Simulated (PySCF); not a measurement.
Compound: C₂H₁₀GeSi.
InChI=1S/C2H10GeSi/c1-2-4-3/h2,4H2,1,3H3

Level of theory: TDDFT CAM-B3LYP/def2-SVPD, vertical, gas phase, core orbitals frozen in the response in PySCF 2.14.0, density-fitted response routines. Geometry: PBE0-D3(BJ)/def2-SVP, one conformer, isolated molecule. The CAM-B3LYP/def2-SVPD calculation is non-relativistic and has no spin–orbit coupling, an omission that weighs most on germanium. Torsions of this conformer, `[CH3:1][CH2:2][SiH2:3][GeH3:4]`: C1–C2–Si3–Ge4 -61°.

```tsv
state	E (eV)	λ (nm)	f	main configurations (H = HOMO, L = LUMO)
S1	7.15	173.4	0.030	H→L+1 (61%), H→L (21%)
S2	7.30	169.7	0.147	H→L (70%), H→L+1 (15%), H→L+2 (10%)
S3	7.49	165.5	0.028	H→L+3 (85%)
S4	7.81	158.8	0.150	H→L+2 (51%), H-1→L+1 (19%), H→L+1 (15%)
S5	7.95	156.0	0.192	H-1→L+1 (59%), H→L+2 (17%), H-1→L (10%)
S6	8.09	153.3	0.034	H→L+5 (52%), H→L+4 (37%)
```

The lowest singlet lies at 7.15 eV (173 nm, vacuum ultraviolet) and is weak; its leading configuration is HOMO→LUMO+1 (61%). The most intense listed level is S5 at 7.95 eV (156 nm, f = 0.192), 0.80 eV above S1. Löwdin shares by element: HOMO germanium 33%, silicon 29%, carbon 11% or more, hydrogen 5% or more (atoms not listed hold the other 22%); LUMO germanium 44%, hydrogen 18% or more, silicon 9% (atoms not listed hold the other 29%). Of the 6 states listed, 6 reach f = 0.01 and none stays under 0.0005. The listed states span 0.94 eV, and the widest gap between neighbours is 0.31 eV (S3 to S4). Weighted by f, the mean energy of these states is 7.69 eV. The window holds the lowest 6 singlets.
